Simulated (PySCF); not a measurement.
B(OEt)3 cation (C6H15BO3), SMILES CCOB(OCC)OCC (connectivity only; charge and spin as stated), charge +1, multiplicity 2.

Coordinates come from a PBE0-D3(BJ)/def2-SVP optimisation. The multiplicity is an assumed one; other spin states were not compared. The isomer is the one that the SMILES or the coordinates give; other isomers of the formula were not compared. Other conformers were not sampled.

Method: TDA-LC-ωPBE/def2-SVP in PySCF.

Vertical excitations. Gas-phase values at a fixed geometry.

Computed UV-visible absorptions:
```
state   energy (eV)  λ (nm)      f                                                                      main pairs
------  -----------  ------  -----  ------------------------------------------------------------------------------
root 1         0.96    1294  0.078                                                                β HOMO→LUMO 90 %
root 2         1.30     957  0.000    β HOMO−3→LUMO 41 %, β HOMO−2→LUMO 27 %, β HOMO−8→LUMO 9 %, β HOMO−7→LUMO 7 %
root 3         1.67     742  0.028   β HOMO−8→LUMO 31 %, β HOMO−6→LUMO 20 %, β HOMO−2→LUMO 13 %, β HOMO−1→LUMO 9 %
root 4         2.02     614  0.004                                                              β HOMO−1→LUMO 64 %
root 5         2.27     546  0.104                       β HOMO−2→LUMO 40 %, β HOMO−3→LUMO 35 %, β HOMO−8→LUMO 7 %
root 6         3.33     372  0.013  β HOMO−5→LUMO 24 %, β HOMO−6→LUMO 23 %, β HOMO−7→LUMO 11 %, β HOMO−4→LUMO 11 %
```
Unrestricted roots are not spin-pure.
